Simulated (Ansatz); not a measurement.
A CCSD(T) single point on C$_{2}$H$_{6}$BF, SMILES `CBCF`.

```yaml
crystal:
  periodic: [false, false, false]
  atoms:
    - {symbol: C, position_ang: [-0.530530, 1.237727, 0.217189]}
    - {symbol: B, position_ang: [0.006879, 0.029355, -0.603216]}
    - {symbol: C, position_ang: [0.537201, -1.238323, 0.128322]}
    - {symbol: F, position_ang: [0.994537, -2.259180, -0.691479]}
    - {symbol: H, position_ang: [-1.564546, 1.449732, -0.081366]}
    - {symbol: H, position_ang: [-0.499238, 1.124819, 1.303203]}
    - {symbol: H, position_ang: [0.026172, 2.142387, -0.055902]}
    - {symbol: H, position_ang: [0.013207, 0.068449, -1.800753]}
    - {symbol: H, position_ang: [-0.254084, -1.648485, 0.775171]}
    - {symbol: H, position_ang: [1.353603, -0.957681, 0.811728]}
basis:
  gaussian: {orbitals: def2-TZVPP}
correlation: {method: ccsd_t}
output: {orbitals: {seedname: orbitals}}
```

```sh
$ ansatz run in.yaml --threads 2 --pin off --events-out ev --progress --plain --max-ram 4352MiB
```

Output of Ansatz, abridged:

```
Functional definition: HF
1230 factors; integrals over basis functions are off by at most 1.4e-3 eV
mean field evaluation 1: about -5532.7532 eV, gradient 3.2e1 eV
mean field evaluation 2: about -5532.7552 eV, gradient 3.2e1 eV
mean field evaluation 4: about -5535.3739 eV, gradient 3.6e0 eV
mean field evaluation 8: about -5535.4137 eV, gradient 2.5e-4 eV
mean field -5535.41369297 eV, -203.4227011785 hartree, gradient 1.1e-6 eV, S^2 0.000000; 0 other end points of the search recorded, 0 dependent functions left out
4 core orbitals not correlated: weight in the atoms' cores, before any rotation towards them, 1.000 or more for the frozen orbitals, at most 0.000 for the correlated occupied ones
reference -5535.41369297 eV, -203.4227011785 hartree; 12, 12 occupied and 192, 192 virtual orbitals, 1230 factors
second order -18.97672587 eV of doubles, -0.00000000 eV of singles
cycle   1  -19.52405946 eV  change   -5.5e-1 eV  update   8.5e-2
cycle   2  -19.94787821 eV  change   -4.2e-1 eV  update   2.4e-2
cycle   3  -20.03690559 eV  change   -8.9e-2 eV  update   1.2e-2
cycle   4  -20.03090172 eV  change    6.0e-3 eV  update   2.5e-3
cycle   5  -20.02976835 eV  change    1.1e-3 eV  update   9.9e-4
cycle   6  -20.02998040 eV  change   -2.1e-4 eV  update   3.2e-4
cycle   7  -20.02982106 eV  change    1.6e-4 eV  update   1.4e-4
cycle   8  -20.02975461 eV  change    6.6e-5 eV  update   4.2e-5
cycle   9  -20.02976150 eV  change   -6.9e-6 eV  update   2.0e-5
perturbative correction -0.66734190 eV, -0.0245243624 hartree
Total energy: -5556.11079636 eV, -204.1833056991 hartree
```

It took 57 s on 2 threads of an Intel Xeon Platinum 8559C on a shared host, with 3 GiB of host memory at the peak.

The correlation energy is -20.697 eV, 3.2 % of it from (T); the T1 diagnostic reads 0.0105.
